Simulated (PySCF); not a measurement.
Simulated Si 2p region for H3SiCF3, `FC([SiH3])(F)F`, binding energy against the vacuum level.

Every computed line was given a Gaussian of 0.8 eV full width at half maximum and an area set by the number of equivalent atoms (split 2:1 within a doublet); the highest printed point is 100. Theory: delta-SCF UKS SCAN, pcX-2 on the ionised atom, pcseg-1 elsewhere, spin-free X2C (PySCF).

```csv
binding energy (eV),intensity
106.7,0
106.8,1
106.9,2
107.0,5
107.1,10
107.2,17
107.3,28
107.4,43
107.5,59
107.6,75
107.7,89
107.8,97
107.9,100
108.0,97
108.1,91
108.2,83
108.3,74
108.4,65
108.5,56
108.6,47
108.7,37
108.8,27
108.9,19
109.0,12
109.1,7
109.2,4
109.3,2
109.4,1
109.5,0
109.6,0
```

Q: How many maxima does the curve show, and how many computed lines lie under it?

A: The curve has 1 maximum (at 107.9 eV). Under it lie 2 lines from 1 inequivalent silicon site, drawn as a 2p3/2, 2p1/2 pair. At this width some lines have no maximum of their own.

Q: Decompose the envelope and assign each component. Numbering: `[F:1][C:2]([F:3])([F:4])[SiH3:5]`.

A: 
```tsv
position (eV)	relative area	line	atoms	environment
107.82	0.67	Si 2p3/2	Si5	SiH3 silicon
108.44	0.33	Si 2p1/2	Si5	SiH3 silicon
```

Q: What are the centre and the root-mean-square width of the whole band?

A: The area-weighted mean of the lines is 108.03 eV. Their own spread about it is 0.29 eV (rms) and each Gaussian has σ = 0.8/2.355 = 0.34 eV; the variances add, which gives 0.45 eV.

Shake-up satellites, vibrational structure and lifetime widths aren't simulated. The 2p values aren't plain energy differences: one relaxed spin-free 2p hole is combined with a matrix within the shell (ground-state 2p orbital-energy differences and spin–orbit coupling). 2p3/2, the mean of its two sublevels, lies a third of the splitting below the shell's mean and 2p1/2 two thirds above it; the statistical areas are 2:1. 2p1/2 minus 2p3/2 (ligand field included): Si 0.62 eV. Isolated species at its PBE0-D3(BJ)/def2-SVP geometry, gas phase.

Hardware: one thread, Arm Neoverse N1, no GPU (shared host). Cost: 23 s.
